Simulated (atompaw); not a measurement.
PBE PAW (atompaw) dataset for Ge, scalar-relativistic all-electron reference.

```
Element                 : Ge (Z = 32)
Generator               : atompaw 4.2.0.5
Type                    : PAW
Functional              : PBE
Relativity              : scalar-relativistic
Frozen core             : [Ar] 3d10
Valence charge          : 4
Reference configuration : 4s2 4p1.5 (charge +0.5)
Partial waves           : 4s (bound): rc 1.55 bohr; 4s channel at 0.05 Ry: rc 1.55 bohr; 4p (bound): rc 1.60 bohr; 4p channel at -0.15 Ry: rc 1.60 bohr
Local potential         : bessel scheme, radius 1.10 bohr
Core correction         : smooth core density matched at 1.05 bohr
Augmentation charge     : sinc compensation charge, radius 1.50 bohr; PAW radius 1.60 bohr; waves and projectors: custom rrkj vanderbiltortho
```

Poles of the logarithmic derivatives, all-electron (AE) and pseudo (PS). s: poles at no energy (AE) and 1.9 (PS) Ry. p: poles at no energy (AE) and 0.7 (PS) Ry. Test radius 1.61 bohr.

- Cutoffs needed: 15 Ry and 25 Ry (the cutoffs (Ry, on a coarse ladder) from which the occupation-weighted sum of valence levels, in a spherical-Bessel basis at the reference potential, stays within 10 and 1 mRy of its value at 400 Ry)
- Ghost test: no extra level below or beside the all-electron valence levels (s, p, d, f tested) (spherical-Bessel basis up to 400 Ry, 20 bohr box)
- Lowest eigenvalue of the overlap operator: 0.50 (s channel)
- Overlap eigenvalues printed by atompaw (projector basis): 0.941, 2.05, 2.66e+03, 6.09e+04
- Share of each valence orbital outside the PAW sphere: 4s 71 %, 4p 87 %
